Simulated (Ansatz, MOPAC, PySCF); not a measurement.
System: AlOF, charge 0, multiplicity 1. SMILES: [F][Al]=[O]
Structure (B3LYP-D3(BJ)/def2-TZVP (Ansatz, a program for electronic structure) minimum search):
```xyz
3

Al     0.0000     0.0000    -0.0650
O      0.0000     0.0000    -1.6623
F      0.0000     0.0000     1.5714
```

Unscaled harmonic wavenumbers (cm⁻¹) in rising order, each level at the stationary point that it reaches from this structure (no distance between atoms moves by over 0.3 Å); the order of modes can differ between levels, and a negative number is imaginary. B3LYP-D3(BJ)/def2-TZVP (PySCF, at the structure above): 205, 205, 741, 1173.

PM7 (MOPAC): 190, 190, 917, 1337. Zero-point energy 3.8 against 3.3 kcal/mol; where all levels lie over 400 cm⁻¹, the wavenumbers are on average 1.189 times those of B3LYP-D3(BJ)/def2-TZVP.

B3LYP/6-31G* (Ansatz): 195, 195, 753, 1187. Zero-point energy 3.3 against 3.3 kcal/mol; where all levels lie over 400 cm⁻¹, the wavenumbers are on average 1.014 times those of B3LYP-D3(BJ)/def2-TZVP.
